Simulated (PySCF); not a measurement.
# MIn cations for M along group 15

CCSD(T) with double-zeta basis sets in PySCF, for the lowest determinant that a PBE0 search found; no spin–orbit coupling. De refers to high-spin ground-configuration atoms (the charge goes to the atom of lower measured ionisation energy or higher electron affinity, which is not always the lowest computed limit).

| M | basis | reference, frozen orbitals | charged atom | state (unpaired electrons) | Re (Å) | ωe (cm⁻¹) | De (eV) |
| --- | --- | --- | --- | --- | --- | --- | --- |
| N | cc-pVDZ-PP/cc-pVDZ | UHF, 5 | In+ | quartet (σ ↑, π ↑↑) | 3.199 | 80.2 | 0.09 |
| P | def2-SVPD | UHF, 9 | In+ | quartet (σ ↑, π ↑↑) | 3.203 | 87.4 | 0.29 |
| Bi | def2-SVP | UHF, 8 | In+ | quartet (σ ↑, π ↑↑) | 3.318 | 65.4 | n/a |

The shortest bond is that of InN⁺ (3.199 Å), the longest that of InBi⁺ (3.318 Å).

The rows differ in basis set, which adds steps of its own.

Down a group the atoms grow and get heavier, so bonds lengthen and wavenumbers fall; the exceptions here are the higher wavenumber at P.

Correlated steps freeze the inner cores (5 to 9 orbitals); shallow outer-core shells are correlated. Weak bonds: InN⁺, InP⁺. Basis-set superposition, not corrected here, can be much of De in a small basis, most of all at correlated wavefunction levels. These are scalar-relativistic numbers at best; spin–orbit coupling would shift them, the dissociation energy most. For an ion De counts to the pair picked by the measured ionisation energies or electron affinities, which need not be the lowest pair at this level. States were picked by a PBE0 search and need not be the measured ground states.
